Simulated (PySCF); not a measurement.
SeClBr, SMILES Br[Se]Cl.

The structure is a stationary point at B3LYP-D3(BJ)/def2-TZVP.

These are HF/def2-TZVPD (PySCF) values and carry that method's errors.

The molecule is in vacuum.

- total energy = -5431.77868 hartree
- point group = Cs
- highest occupied level = -9.82 eV
- lowest empty level = 0.18 eV
- orbital gap = 10.00 eV
- dipole moment = 1.05 D
- quadrupole, principal values (traceless, Buckingham form, about the centre of nuclear charge) = -3.38, -0.39, 3.77 D·Å
- mean static polarisability = 65.4 bohr³ (9.69 Å³)
- polarisability, principal values = 46.7, 61.0, 88.4 bohr³
